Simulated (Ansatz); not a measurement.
`[SiH3][SiH3]` + `[OH][Ga]([OH])[Cl]` → `[OH][Ga]([Cl])[O][SiH3]` + SiH₄  (cleavage of the Si–Si bond)

Computed with Ansatz on PBE0-D4/def2-TZVP structures; ΔE is electronic, products minus reactants. CBS: MP2 limit from def2 TZ/QZ plus the TZ coupled-cluster correction, frozen cores. This one scheme is used for every species. DFT in def2-TZVPP. For Ga outer-core shells are correlated without core-valence functions, which leaves a few kJ/mol of doubt a bond. Scalar relativity is left out up to krypton. One conformer a species, not always the lowest.

| level | ΔE (kcal/mol) |
| --- | --- |
| PBE-D4 | -16.6 |
| PBE0 | -18.4 |

What does CCSD(T)/CBS give? (Best estimate.)

Ansatz gave: -23.1 kcal/mol. The listed levels differ from it by 6.5, 4.7 kcal/mol.

Largest T1 diagnostic among the species: 0.013.

From PBE to PBE0 (25 % exact exchange), in def2-TZVPP and without D4, ΔE moves by −2.2 kcal/mol. In def2-TZVPP, CCSD(T) changes the Hartree–Fock value by +6.0 kcal/mol (the triples alone add +0.7 kcal/mol) and MP2 by +4.3 kcal/mol.
